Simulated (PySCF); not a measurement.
Bromine: a sound run and one with changed settings

Sound run: Br²⁺ [Ar] 3d10 4s2 4p3, Br³⁺ [Ar] 3d10 4s2 4p2. Computed with PySCF 2.14 in jorge-DZP-DKH (8s6p2d1f, 43 functions), with scalar relativity by spin-free X2C-1e. The sound run starts from symmetry-adapted Hartree-Fock orbitals and uses a fine grid where one is needed.

A second run was set up differently.

```json
{"species": "Br²⁺", "method": "UHF", "sound run (hartree)": "-2603.13296", "changed run (hartree)": "-2603.13113", "converged": "no"}
{"species": "Br²⁺", "method": "B3LYP", "sound run (hartree)": "-2604.88303", "changed run (hartree)": "-2604.88068", "converged": "no"}
{"species": "Br²⁺", "method": "PBE", "sound run (hartree)": "-2604.50311", "changed run (hartree)": "-2604.49913", "converged": "no"}
{"species": "Br³⁺", "method": "UHF", "sound run (hartree)": "-2601.86165", "changed run (hartree)": "-2601.85741", "converged": "no"}
{"species": "Br³⁺", "method": "B3LYP", "sound run (hartree)": "-2603.59541", "changed run (hartree)": "-2603.59296", "converged": "no"}
{"species": "Br³⁺", "method": "PBE", "sound run (hartree)": "-2603.21670", "changed run (hartree)": "-2603.21231", "converged": "no"}
```

(1) What was changed?
A. a valence shell is frozen
B. level shift left on
C. radial grid too coarse
D. too few SCF iterations

Answers

(1) D. It used initial guess atom, at most 2 SCF cycles. The SCF was stopped early; the energies are upper bounds that still move, and correlated levels were skipped or rest on poor orbitals.
